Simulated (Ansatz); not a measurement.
Steps of a relaxation of CH5ClNSTa, SMILES `[CH3][Ta]([NH2])(=[S])[Cl]` with RKS PBE-D4/def2-SVP.

```sh
$ ansatz run in.yaml --threads 2 --pin off --events-out ev --progress --plain --max-ram 32768MiB --backend cpu
```

```yaml
crystal:
  periodic: [false, false, false]
  atoms:
    - {symbol: C, position_ang: [-1.430800, -0.721300, 0.048500]}
    - {symbol: Ta, position_ang: [0.389700, 0.371900, -0.689300]}
    - {symbol: N, position_ang: [1.817900, 0.479400, 0.941100]}
    - {symbol: S, position_ang: [1.308400, -0.703900, -2.322000]}
    - {symbol: Cl, position_ang: [-0.188500, 2.692500, -1.457800]}
    - {symbol: H, position_ang: [-1.383500, -0.878600, 1.118800]}
    - {symbol: H, position_ang: [-1.583200, -1.623500, -0.518300]}
    - {symbol: H, position_ang: [-2.320200, -0.005000, -0.140000]}
    - {symbol: H, position_ang: [1.335800, 0.841000, 1.834800]}
    - {symbol: H, position_ang: [2.137700, -0.503700, 1.187200]}
basis:
  gaussian: {orbitals: def2-SVP}
hamiltonian: {xc: pbe, dispersion: d4}
relax: {f_tol: 0.03, max_steps: 200}
```

Positions (Å) and forces (eV/Å) along the path, 13 of 15 steps:

```xyz
10
step=1 energy=-27500.7282 eV
C    -1.431   -0.721    0.049    0.260    2.369   -1.198
Ta    0.390    0.372   -0.689    0.432    2.536    1.809
N     1.818    0.479    0.941   -2.567   -1.241   -0.499
S     1.308   -0.704   -2.322   -0.040   -0.374    0.123
Cl   -0.189    2.692   -1.458    0.403   -2.002    0.693
H    -1.383   -0.879    1.119    0.073   -0.333    0.871
H    -1.583   -1.623   -0.518   -0.299   -1.022   -0.331
H    -2.320   -0.005   -0.140    0.913   -0.693    0.088
H     1.336    0.841    1.835    0.720   -0.356   -1.282
H     2.138   -0.504    1.187    0.105    1.114   -0.274
10
step=3 energy=-27501.6871 eV
C    -1.400   -0.645   -0.001   -0.218    0.218   -0.060
Ta    0.364    0.430   -0.636    0.184    0.019    0.299
N     1.584    0.357    0.911    1.035   -1.285    1.103
S     1.260   -0.774   -2.199    0.087   -0.158   -0.108
Cl   -0.209    2.559   -1.351   -0.081    0.191   -0.012
H    -1.397   -0.840    1.091    0.016   -0.064    0.007
H    -1.559   -1.596   -0.544   -0.020   -0.068    0.048
H    -2.283    0.016   -0.205    0.152   -0.093   -0.028
H     1.368    0.816    1.829    0.103   -0.140   -0.698
H     2.354   -0.375    1.109   -1.258    1.380   -0.551
10
step=4 energy=-27501.7533 eV
C    -1.433   -0.666   -0.028    0.042    0.049    0.003
Ta    0.373    0.367   -0.625   -0.268    0.294    0.122
N     1.566    0.323    0.920    0.512    0.026    1.160
S     1.271   -0.839   -2.189    0.113   -0.140   -0.153
Cl   -0.193    2.557   -1.152   -0.028    0.092   -0.136
H    -1.456   -0.851    1.066   -0.050    0.010    0.024
H    -1.609   -1.624   -0.552   -0.012   -0.043   -0.009
H    -2.275    0.026   -0.277    0.037   -0.052    0.011
H     1.468    0.970    1.750    0.018   -0.632   -0.859
H     2.370   -0.315    1.089   -0.364    0.395   -0.163
10
step=5 energy=-27501.8033 eV
C    -1.434   -0.650   -0.017   -0.056    0.062    0.019
Ta    0.365    0.399   -0.600    0.031   -0.234    0.080
N     1.569    0.252    0.949    0.135    0.099    0.102
S     1.254   -0.791   -2.191    0.003    0.066    0.042
Cl   -0.189    2.572   -1.214   -0.031    0.094   -0.011
H    -1.524   -0.725    1.089    0.005    0.025   -0.030
H    -1.554   -1.664   -0.447    0.033    0.029    0.017
H    -2.285   -0.021   -0.375    0.031   -0.057   -0.022
H     1.395    0.796    1.815    0.119   -0.195   -0.250
H     2.486   -0.219    0.993   -0.269    0.111    0.053
10
step=6 energy=-27501.8232 eV
C    -1.459   -0.649   -0.018   -0.089   -0.025    0.088
Ta    0.346    0.400   -0.560    0.112    0.081   -0.185
N     1.606    0.247    0.940    0.018   -0.034    0.096
S     1.243   -0.727   -2.191   -0.065   -0.001    0.043
Cl   -0.202    2.586   -1.151   -0.012   -0.006    0.049
H    -1.663   -0.582    1.077    0.023   -0.023   -0.099
H    -1.484   -1.716   -0.326    0.017    0.056    0.088
H    -2.300   -0.130   -0.540    0.081   -0.040   -0.022
H     1.500    0.783    1.812   -0.047   -0.006   -0.017
H     2.497   -0.262    0.961   -0.038   -0.003   -0.039
10
step=7 energy=-27501.8321 eV
C    -1.457   -0.641   -0.012   -0.423   -0.068   -0.047
Ta    0.341    0.417   -0.553    0.043    0.044   -0.154
N     1.613    0.220    0.930    0.023   -0.023    0.061
S     1.206   -0.692   -2.213   -0.053    0.015    0.027
Cl   -0.213    2.619   -1.086   -0.013   -0.018    0.044
H    -1.759   -0.419    1.050    0.095   -0.120   -0.410
H    -1.396   -1.752   -0.163   -0.058    0.446    0.136
H    -2.277   -0.243   -0.693    0.446   -0.261    0.352
H     1.512    0.709    1.829   -0.066    0.045    0.025
H     2.514   -0.268    0.914    0.006   -0.059   -0.034
10
step=8 energy=-27501.8654 eV
C    -1.445   -0.632   -0.016    0.039    0.048   -0.020
Ta    0.341    0.444   -0.567    0.033    0.052   -0.034
N     1.600    0.187    0.917   -0.032    0.020    0.003
S     1.179   -0.639   -2.258   -0.058   -0.018    0.010
Cl   -0.221    2.665   -0.995   -0.014   -0.025    0.007
H    -1.821   -0.292    0.974    0.003    0.026    0.016
H    -1.314   -1.731    0.018    0.023   -0.051    0.013
H    -2.226   -0.409   -0.777   -0.006   -0.009   -0.028
H     1.534    0.732    1.787   -0.016   -0.028    0.033
H     2.455   -0.377    0.920    0.027   -0.016    0.000
10
step=9 energy=-27501.8669 eV
C    -1.424   -0.615   -0.022    0.007    0.050   -0.013
Ta    0.356    0.459   -0.586   -0.125   -0.188    0.087
N     1.586    0.172    0.914    0.075    0.019   -0.086
S     1.151   -0.663   -2.274    0.020    0.058   -0.022
Cl   -0.243    2.674   -0.968   -0.018    0.082   -0.054
H    -1.815   -0.228    0.944   -0.005    0.048    0.048
H    -1.278   -1.708    0.078    0.060   -0.060    0.002
H    -2.204   -0.453   -0.797   -0.011    0.019   -0.058
H     1.487    0.661    1.811   -0.029    0.052    0.082
H     2.467   -0.351    0.901    0.026   -0.080    0.013
10
step=10 energy=-27501.8644 eV rejected
C    -1.410   -0.603   -0.017   -0.148   -0.228   -0.002
Ta    0.351    0.489   -0.584    0.013   -0.060   -0.072
N     1.602    0.182    0.897    0.233   -0.294    0.081
S     1.125   -0.605   -2.300   -0.002    0.031    0.031
Cl   -0.272    2.700   -0.976   -0.003    0.026   -0.003
H    -1.848   -0.150    0.907    0.025   -0.070   -0.131
H    -1.198   -1.684    0.186   -0.073    0.308   -0.064
H    -2.170   -0.552   -0.841    0.180    0.001    0.214
H     1.489    0.628    1.818    0.025    0.029   -0.024
H     2.415   -0.457    0.915   -0.250    0.258   -0.031
10
step=11 energy=-27501.8702 eV
C    -1.422   -0.606   -0.021    0.005   -0.019   -0.023
Ta    0.357    0.470   -0.574   -0.032   -0.101   -0.004
N     1.595    0.157    0.921    0.019    0.065   -0.056
S     1.157   -0.627   -2.275   -0.034    0.033    0.023
Cl   -0.297    2.668   -0.992    0.037    0.020    0.005
H    -1.831   -0.205    0.933    0.004    0.027    0.026
H    -1.257   -1.696    0.101    0.025   -0.026    0.012
H    -2.191   -0.470   -0.813    0.009    0.013   -0.028
H     1.526    0.672    1.808   -0.011   -0.004    0.045
H     2.447   -0.414    0.915   -0.021   -0.007    0.001
10
step=12 energy=-27501.8725 eV
C    -1.418   -0.612   -0.017   -0.019   -0.010    0.001
Ta    0.350    0.473   -0.581    0.008   -0.013    0.040
N     1.599    0.177    0.907    0.034   -0.050    0.047
S     1.139   -0.619   -2.289    0.006   -0.001   -0.010
Cl   -0.266    2.685   -0.985    0.001    0.003   -0.001
H    -1.838   -0.188    0.924   -0.001    0.001   -0.008
H    -1.240   -1.697    0.135    0.008    0.021   -0.005
H    -2.180   -0.502   -0.822    0.008   -0.001    0.006
H     1.500    0.648    1.818    0.007   -0.008   -0.058
H     2.437   -0.417    0.912   -0.054    0.057   -0.012
10
step=13 energy=-27501.8731 eV
C    -1.423   -0.613   -0.018   -0.023   -0.008   -0.004
Ta    0.348    0.469   -0.576    0.007   -0.001    0.018
N     1.596    0.170    0.911    0.057   -0.016    0.029
S     1.138   -0.620   -2.286    0.002    0.000   -0.005
Cl   -0.258    2.684   -0.978    0.000   -0.003    0.000
H    -1.846   -0.191    0.922    0.002   -0.002   -0.010
H    -1.244   -1.698    0.133    0.002    0.017   -0.001
H    -2.181   -0.502   -0.826    0.008   -0.005    0.011
H     1.509    0.659    1.813   -0.002   -0.016   -0.035
H     2.444   -0.408    0.908   -0.053    0.034   -0.003
10
step=15 energy=-27501.8732 eV
C    -1.425   -0.613   -0.018   -0.002   -0.002    0.001
Ta    0.348    0.468   -0.574   -0.004    0.008   -0.005
N     1.599    0.169    0.910    0.006   -0.003    0.005
S     1.136   -0.618   -2.287    0.002    0.000   -0.001
Cl   -0.258    2.683   -0.973    0.002   -0.002    0.000
H    -1.854   -0.185    0.916   -0.001    0.000    0.000
H    -1.242   -1.695    0.141   -0.001    0.000    0.001
H    -2.179   -0.510   -0.830    0.000   -0.002    0.000
H     1.511    0.656    1.812   -0.001    0.001    0.000
H     2.447   -0.407    0.906   -0.001    0.000   -0.001
```

Hardware: 2 threads of an AMD EPYC 7R13 on a shared host. Wall time 100 s, peak host memory 0.21 GiB.
